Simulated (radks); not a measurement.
Task: The cadmium ion Cd2+, [Kr] 4d10. Method: non-relativistic Kohn-Sham, exchange-only B88, spin-polarised, spherical densities, point nucleus; computed with a radial shooting solver on a logarithmic mesh with Libxc functionals. Every spin shell is full or empty, so the densities are truly spherical. Functionals are evaluated on that one density, not self-consistently. Rank these orbital-free kinetic functionals by their error against the exact value of the orbitals, and give that value: Thomas-Fermi, von Weizsacker, TF + vW/9, TF + vW/5, APBEK, revAPBEK, PG1, DePristo-Kress, Ernzerhof.

Result: Exact: 5464.32 hartree. From best to worst, with 100 (|E| - |E exact|)/|E exact| (equal figures are ties): DePristo-Kress -0.08, APBEK +0.13, revAPBEK +0.31, Ernzerhof -0.39, TF + vW/9 -0.67, TF + vW/5 +3.07, Thomas-Fermi -5.35, PG1 +15.33, von Weizsacker -57.88.
